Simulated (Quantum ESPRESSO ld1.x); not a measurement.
Tc+, 42 electrons, occupied as [Kr] 4d3 5s1 5p2 (not the ground configuration).

All-electron calculation, scalar-relativistic Kohn-Sham, exchange-only LDA, spin-polarised, spherical densities, point nucleus; open shells are filled with parallel spins first. Program: ld1.x of Quantum ESPRESSO 7.5.

Energy parts (eV):
total: -116370.13
kinetic: 120209.50
electron-nucleus: -280034.96
Hartree: 46703.84
exchange: -3248.52

Orbitals (lengths in bohr, moments of r in powers of bohr):
orbital  occ.  eigenvalue (eV)      <r^4>
1s up       1         -20855.9  6.543e-06
1s down     1         -20855.8  6.543e-06
2s up       1         -2990.91   0.001202
2s down     1         -2990.40   0.001202
2p up       3         -2680.41  0.0008598
2p down     3         -2679.99  0.0008596
3s up       1         -534.299    0.06092
3s down     1         -533.873    0.06077
3p up       3         -432.445    0.06667
3p down     3         -431.981    0.06643
3d up       5         -267.158    0.07062
3d down     5         -266.569    0.07011
4s up       1         -90.6256      2.329
4s down     1         -87.7950      2.261
4p up       3         -62.3203      3.625
4p down     3         -59.2290      3.454
4d up       3         -22.1073      13.99
4d down     0         -18.2474      12.23
5s up       1         -15.6520      104.9
5s down     0         -10.3788      127.7
5p up       2          -9.9261      227.4
5p down     0          -5.0931      497.3

The highest occupied level is 5p up at -9.926 eV. The configuration is held as typed, so some empty levels lie below it. The density falls to 0.001 e/bohr^3 at r = 4.78 bohr.
